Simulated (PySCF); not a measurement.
Several molecules and their computed UV-vis stick spectra, shuffled. The calculation used TDDFT PBE0/def2-SVPD, vertical, gas phase, core orbitals frozen in the response in PySCF 2.14.0, density-fitted response routines. Geometries: GFN2-xTB; one conformer of each isolated species. Triplets are in the Tamm–Dancoff approximation.

A. `C=C[C@H]1C=COCC1`
B. `C1C[C@@H]2[C@H]([C@H]1C2)C=O`
C. `COC1(C)COC1`
D. `CC(C)C(Cl)=C=O`
E. `C=C(CCl)C(C)=O`

Lowest singlet levels (six at most, fewer where fewer were computed) with oscillator strengths:

1. 445 nm (f 0.000); 212 nm (f 0.001); 211 nm (f 0.004); 197 nm (f 0.001); 189 nm (f 0.001); 180 nm (f 0.017); T1 2.32 eV
2. 181 nm (f 0.011); 178 nm (f 0.001); 177 nm (f 0.007); 165 nm (f 0.001); 164 nm (f 0.006); 160 nm (f 0.014); T1 6.53 eV
3. 326 nm (f 0.000); 220 nm (f 0.050); 215 nm (f 0.000); 203 nm (f 0.189); 175 nm (f 0.013); 173 nm (f 0.000); T1 3.28 eV
4. 217 nm (f 0.117); 203 nm (f 0.014); 188 nm (f 0.057); 182 nm (f 0.030); 179 nm (f 0.034); 177 nm (f 0.072); T1 4.23 eV
5. 293 nm (f 0.000); 178 nm (f 0.024); 173 nm (f 0.010); 173 nm (f 0.032); 169 nm (f 0.195); 167 nm (f 0.029); T1 3.59 eV

**Question.** Which spectrum belongs to which structure?

**Answer.** 1 = D, 2 = C, 3 = E, 4 = A, 5 = B.
- A: S1 at 5.71 eV, HOMO→LUMO (96%); Löwdin shares by element: HOMO carbon 58% or more, oxygen 25% (atoms not listed hold the other 17%); LUMO carbon 68% or more (atoms not listed hold the other 32%); HOMO -6.47 and LUMO 0.14 eV.
- B: S1 at 4.23 eV, HOMO→LUMO (98%); S1 has the pattern of n→π* at C=O; HOMO -7.29 and LUMO -0.74 eV.
- C: S1 at 6.86 eV, HOMO→LUMO (81%), HOMO-1→LUMO (10%); Löwdin shares by element: HOMO oxygen 57%, carbon 18% or more (atoms not listed hold the other 25%); LUMO carbon 32% or more, hydrogen 16% or more (atoms not listed hold the other 52%); HOMO -7.31 and LUMO 0.58 eV.
- D: S1 at 2.79 eV, HOMO→LUMO (99%); Löwdin shares by element: HOMO carbon 50% or more, chlorine 21%, oxygen 19%; LUMO carbon 46% or more, oxygen 28%, chlorine 20%; HOMO -6.70 and LUMO -1.94 eV.
- E: S1 at 3.81 eV, HOMO→LUMO (97%); Löwdin shares by element: HOMO oxygen 58%, carbon 30% or more; LUMO carbon 62% or more, oxygen 23% (atoms not listed hold the other 16%); HOMO -7.72 and LUMO -1.94 eV; point group Cs, 3 of its 6 listed states under f = 0.0005.

Without π bonds the low states may be Rydberg-like; a valence basis with one diffuse set may place them up to an eV too high.
